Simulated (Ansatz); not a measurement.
```xyz
11

B    -0.2999    1.5220   -0.9064
C     0.5511    0.2359   -0.7778
B     0.4269   -0.2865    0.7091
B    -0.5403   -1.5985    1.1103
F     1.1303    0.3583    1.6436
H    -1.4284    1.4706   -1.3032
H     0.1428    2.5789   -0.5630
H     1.6187    0.4569   -0.9009
H     0.2276   -0.5490   -1.4668
H    -1.7073   -1.4677    1.3513
H    -0.1215   -2.7209    1.1038
```

The species carries charge 0 and has multiplicity 1.

Question: List the PBE/def2-TZVPP orbital energies in eV (the Gaussian-basis code of Ansatz). (An estimate is asked.)

Answer: Computed: Occupied: -660.34, -268.59, -178.34, -177.35, -177.22, -30.26, -17.82, -13.59, -12.65, -12.04, -11.10, -10.97, -10.43, -9.58, -8.71, -8.42, -7.76, -6.82. Lowest empty: -3.24, -2.64, -1.01, 0.51, 1.34, 1.67, 1.80, 2.07.
